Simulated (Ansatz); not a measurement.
Ansatz (an electronic-structure program) input:

Ansatz 0.2 input:
```yaml
crystal:
  periodic: [false, false, false]
  atoms:
    - {symbol: As, position_ang: [-0.01946706, -0.02930590, 0.05119338]}
    - {symbol: H, position_ang: [-0.57983965, 1.11526124, -0.82569952]}
    - {symbol: H, position_ang: [1.22225249, -0.14816670, -0.86368213]}
basis:
  gaussian:
    orbitals: def2-TZVP
hamiltonian:
  xc: b3lyp
  dispersion: d3bj
total_charge: -1
phonons: {temperatures: {t_min: 298.15, t_max: 298.15, t_step: 100}}
```

Question: Which total energy does the run end on?

Answer: -2237.11671 Eh (B3LYP-D3(BJ)/def2-TZVP). The basis has 60 functions.

Whether it binds its extra electron was not tested at this geometry.
